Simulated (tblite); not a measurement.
C4H2NPS.
SMILES: `N#Cc1cpcs1`

Calculated harmonic vibrations of the isolated species, GFN2-xTB (tblite), most abundant isotopes, no scaling. Errors from tens to a few hundred cm⁻¹ against measured bands are possible.

Harmonic wavenumbers (cm⁻¹): 127.0, 135.1, 310.9, 378.1, 421.2, 486.7, 510.8, 542.7, 684.2, 702.5, 785.8, 812.5, 857.3, 953.7, 1092.2, 1152.1, 1181.8, 1461.2, 2359.1, 3086.9, 3115.6.

A = 4081, B = 1429, C = 1059 MHz; mass 126.965 u (most abundant isotopes); point group Cs, symmetry number 1.

Task: Zero-point energy?

Result: ½Σν̃ = 10579 cm⁻¹ = 30.25 kcal/mol.

Task: Entropy at 298.15 K, 1 bar (ideal gas, RRHO, classical rotation)?

Result: Translation 40.46, rotation 28.34, vibration 12.54: S = 81.3 cal/(mol K).

Task: And Cp and H(298.15 K) − H(0)?

Result: Cp = 24.86 cal/(mol K), of which vibrations give 16.91 (their classical limit is 21 R = 41.7); H(298.15 K) − H(0) = 4.62 kcal/mol without the zero-point energy, 2.25 from vibrations.

Task: Blend soft modes into free rotors: weight 1/[1 + (100 cm⁻¹/ν̃)⁴] for the oscillator and the rest for a rotor with moment μB/(μ + B), μ = h/(8π²ν), B = 10⁻⁴⁴ kg m². What vibrational entropy results?

Result: 12.37 cal/(mol K) in place of 12.54, which changes −T·S at 298.15 K by +0.05 kcal/mol.

Task: Which modes carry the vibrational entropy at 298.15 K?

Result: 127.0 cm⁻¹: 2.99; 135.1 cm⁻¹: 2.87; 310.9 cm⁻¹: 1.36; 378.1 cm⁻¹: 1.05; 421.2 cm⁻¹: 0.89; 486.7 cm⁻¹: 0.69 cal/(mol K); the other 15 give 2.69 together.

Task: What must be added to the electronic energy to get the Gibbs energy at 298.15 K and 1 bar?

Result: ZPE + [H(298.15 K) − H(0)] − T·S = 30.25 + 4.62 − 24.25 = 10.62 kcal/mol.

Hindered rotation and anharmonicity are outside this model.
